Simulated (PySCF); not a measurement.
Labels have come off several samples. The candidates:

A. `InChI=1S/C3H8N2Si/c1-3-2-5-6(3)4/h5-6H,1-2,4H2/t6-/m1/s1`
B. SMILES [SiH2](N)O[Si@@H]1C=C[SiH2]N1
C. `[SiH](N)(N)C1=CC1`

Spectrum 1. $^{13}$C{$^{1}$H} NMR (computed): δ 136.7 (CH), 127.3 (C), 6.4 (CH2).

Spectrum 2. $^{13}$C{$^{1}$H} NMR (computed): δ 158.7 (CH), 155.4 (CH).

Spectrum 3. $^{13}$C{$^{1}$H} NMR (computed): δ 166.5 (C), 127.9 (CH2), 53.3 (CH2).

Fast rotation and ring inversion assumed for equivalent nuclei, a single conformation, no solvent, non-relativistic Hamiltonian. GFN2-xTB structure; PBE0/pcSseg-1 with gauge-including orbitals; PySCF.

δ = σ(ref) − σ, references computed at the same level: TMS for $^{13}$C (σref 186.93). Shifts are as computed. Against solution values, carbons near 30 ppm lie about +3 ppm off and those near 130 ppm about +5 ppm. Of 1309 compounds with measured shifts, 239 miss one by over three times the rms of a fit or turn the order of signals round; such compounds aren't used in these exercises.

Q: Match each spectrum to its structure.

A: 1–C, 2–B, 3–A.

- Spectrum 1 (C): 3 $^{13}$C signals; δC 136.7 is an alkene CH; δC 127.3 is a fully substituted alkene carbon.
- Spectrum 2 (B): 2 $^{13}$C signals; δC 158.7 is an alkene CH; δC 155.4 is an alkene CH.
- Spectrum 3 (A): 3 $^{13}$C signals; δC 127.9 is a terminal =CH2 carbon; δC 53.3 is an allylic sp3 CH2 bonded to N.
